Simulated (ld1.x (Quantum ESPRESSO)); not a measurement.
# Configuration tests for arsenic (ultrasoft)

* Element: As
* Generator: ld1.x (Quantum ESPRESSO) 7.5
* Type: ultrasoft
* Functional: LDA (PZ)
* Relativity: scalar-relativistic
* Frozen core: [Ar] 3d10
* Valence charge: 5
* Reference configuration: 4s2 4p3
* Partial waves: 4s (bound): rcut 1.40, rcutus 1.60 bohr; 4s channel at 0.9 Ry: rcut 1.40, rcutus 1.60 bohr; 4p (bound): rcut 2.00, rcutus 2.40 bohr; 4p channel at 4.65 Ry: rcut 2.00, rcutus 2.40 bohr
* Local potential: all-electron potential smoothed inside 1.20 bohr (lloc = -2)
* Core correction: Bessel-smoothed model core, default radius (core density twice the valence density)
* Augmentation charge: PSQ, radius 1.45 bohr

Energies are relative to the spin-unpolarised reference configuration 4s2 4p3; without spin polarisation the order of configurations can differ from experiment. Spin-polarised rows fill each open shell by Hund’s rule, majority spin first.

Question: Give the all-electron excitation energy and the error of the potential for: 4s2 4p2; 4s2 4p1; 4s2 4p0; 4s1 4p4; 4s1 4p0; 4s1 4p3; 4s0 4p5; 4s2 4p3 (spin-polarised); 4s2 4p2 (spin-polarised).

Answer:

```csv
valence configuration,charge,ΔE all-electron (eV),error AE − PS (meV)
4s2 4p2,+1,9.325,-4.7
4s2 4p1,+2,27.488,-32
4s2 4p0,+3,55.528,-118
4s1 4p4,0,9.483,-14
4s1 4p0,+4,106.641,-447
4s1 4p3,+1,19.487,-33
4s0 4p5,0,19.206,-56
4s2 4p3 (spin-polarised),0,-1.324,-6.2
4s2 4p2 (spin-polarised),+1,8.597,-8.4
```
